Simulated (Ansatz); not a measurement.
Consider the formal exchange of groups at the Se–Al bond: `[F][AlH][SeH]` + `BC=C` → `C=CB[SeH]` + `[F][AlH2]`.

Computed with Ansatz on PBE0-D4/def2-TZVP structures; ΔE is electronic, products minus reactants. CBS: MP2 limit from def2 TZ/QZ plus the TZ coupled-cluster correction, frozen cores. This one scheme is used for every species. Functionals use def2-TZVPP. HSE06 is defined as in plane-wave codes. For Se outer-core shells are correlated without core-valence functions, which leaves a few kJ/mol of doubt a bond. Scalar relativity is left out up to krypton. Each species was taken in one conformer, which may not be the lowest.

```tsv
level	ΔE (kJ/mol)
PBE0	31.3
HSE06	31.2
```

Question: What does CCSD(T)/CBS give? (An estimate is asked.)

Answer: Computed: +32.6 kJ/mol. The listed levels differ from it by -1.3, -1.4 kJ/mol.

Question: What do rigid-rotor, harmonic-oscillator terms from PBE0-D4/def2-TZVP frequencies (298.15 K, 1 bar) make of the CCSD(T)/CBS value? (An estimate is asked.)

Answer: Computed: ΔZPE = -3.0 kJ/mol, ΔH = +28.9 kJ/mol, ΔS = -13 J/(mol·K), ΔG = +32.9 kJ/mol.

Largest T1 diagnostic among the species: 0.013.

Leaving LDA and LC-ωPBE aside and taking each functional with its dispersion term where it has one, the values, not all of them listed here, spread over 19.7 kJ/mol, from B97M-V to BHLYP-D4. LDA lies −7.8 kJ/mol from PBE without D4. The D4 term adds −3.1 kJ/mol with B3LYP and −1.8 kJ/mol with PBE0; it sums over pairs of atoms, weighted by their polarisabilities, and B3LYP, whose exchange is more repulsive, gets the larger term. From r2SCAN to r2SCAN0 (25 % exact exchange), in def2-TZVPP and without D4, ΔE moves by +3.9 kJ/mol.

B3LYP here is the variant with VWN-RPA as its local correlation; programs differ in this.
